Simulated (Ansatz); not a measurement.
Total energies of `CCC(CC(C)OC(C)=O)OC(C)=O` from Ansatz at PBE0-D4/def2-SVP, gas phase (1 Eh = 27.2114 eV = 2625.5 kJ/mol). The reference geometry is relaxed at PBE-D4/def2-SVP.

```
atom   x (Å)   y (Å)   z (Å)
  C1   0.661   3.062   1.591
  C2  -0.099   1.781   1.247
  C3   0.423   1.080  -0.005
  C4  -0.325  -0.203  -0.380
  C5  -0.227  -1.329   0.650
  C6   1.192  -1.819   0.920
  O7  -1.017  -2.418   0.097
  C8  -1.586  -3.275   0.987
  C9  -2.358  -4.352   0.260
 O10  -1.478  -3.172   2.194
 O11   0.283   2.025  -1.101
 C12   1.182   1.927  -2.117
 C13   0.907   2.980  -3.166
 O14   2.075   1.103  -2.156
 H15   0.255   3.541   2.504
 H16   1.737   2.857   1.768
 H17   0.591   3.795   0.762
 H18  -0.036   1.064   2.093
 H19  -1.180   1.997   1.105
 H20   1.507   0.858   0.095
 H21  -1.397   0.040  -0.543
 H22   0.082  -0.576  -1.342
 H23  -0.700  -1.039   1.611
 H24   1.171  -2.671   1.626
 H25   1.687  -2.133  -0.021
 H26   1.805  -1.019   1.381
 H27  -1.678  -4.924  -0.402
 H28  -3.130  -3.894  -0.390
 H29  -2.830  -5.029   0.993
 H30   0.960   3.991  -2.714
 H31  -0.119   2.859  -3.565
 H32   1.644   2.892  -3.982
```

```
                state                    geometry  energy (Eh)
     charge 0 singlet                   reference   -691.57630
     charge 1 doublet                   reference   -691.22893
     charge 1 doublet  relaxed at PBE-D4/def2-SVP   -691.23692
    charge -1 doublet                   reference   -691.51145
free C atom (triplet)                           –    -37.76066
free O atom (triplet)                           –    -74.92490
free H atom (doublet)                           –     -0.50029
```

(1) Work out the vertical ionisation energy to the doublet.

(2) Work out the vertical electron affinity, to the doublet.

(3) Give the fundamental gap IE − EA, the Mulliken electronegativity (IE + EA)/2 and the hardness (IE − EA)/2.

(4) How much does the charge 1 doublet relax, and what is the adiabatic ionisation energy?

(5) What is the binding energy per atom against free atoms?

(1) E(charge 1 doublet) − E(charge 0 singlet) = -691.22893 − (-691.57630) = 0.34737 Eh = 9.45 eV. For comparison, −ε of the highest occupied level is 7.81 eV at this level, 1.64 eV less.

(2) E(charge 0 singlet) − E(charge -1 doublet) = -691.57630 − (-691.51145) = -0.06485 Eh = -1.76 eV; negative, so the extra electron isn't bound. The basis lacks diffuse functions, which makes affinities too small.

(3) From the values in Eh: IE − EA = 0.34737 − (-0.06485) = 0.41222 Eh = 11.22 eV; (IE + EA)/2 = 3.84 eV; (IE − EA)/2 = 5.61 eV. The HOMO–LUMO gap of the same run is 8.09 eV, 3.13 eV smaller than the fundamental gap.

(4) Relaxation: -691.22893 − (-691.23692) = 0.00799 Eh = 0.22 eV. Adiabatic ionisation energy: 0.33938 Eh = 9.24 eV, without zero-point energy. 

(5) Atoms: 10 × (-37.76066) + 4 × (-74.92490) + 18 × (-0.50029) = -686.31142 Eh. Binding: -686.31142 − (-691.57630) = 5.26488 Eh = 143.26 eV, or 4.48 eV for each of 32 atoms (no zero-point energy, no counterpoise term).

At PBE0-D4/def2-SVP the highest occupied level of the charge -1 doublet lies above zero (up to 3.30 eV). By energy differences it is unbound by 1.76 eV (vertical, against the charge 0 singlet, at PBE0-D4/def2-SVP) and held by the finite basis.
